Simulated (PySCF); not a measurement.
CH₅NOPb, SMILES C[O][Pb][NH2] (connectivity only; charge and spin as stated), neutral, multiplicity 1.

Geometry optimised at PBE0-D3(BJ)/def2-SVP. The def2 effective core potentials stand for the cores of Pb; spin–orbit coupling is left out. Other conformers were not sampled.

Method: ωB97X/def2-TZVP run with PySCF.

Symmetry labels are those of the subgroup Cs that the program uses (full group Cs).

**Question.** List the valence orbital energies around the gap with their symmetry. (The exact figures need the calculation; the answer reports its results.)

**Answer.** 
```tsv
orbital	symmetry	energy (eV)
HOMO−7	A'	-15.51
HOMO−6	A"	-14.28
HOMO−5	A'	-14.00
HOMO−4	A'	-13.53
HOMO−3	A'	-10.47
HOMO−2	A"	-9.62
HOMO−1	A'	-9.40
HOMO	A"	-9.20
LUMO	A"	0.02
LUMO+1	A'	1.47
LUMO+2	A'	1.99
LUMO+3	A'	3.85
```
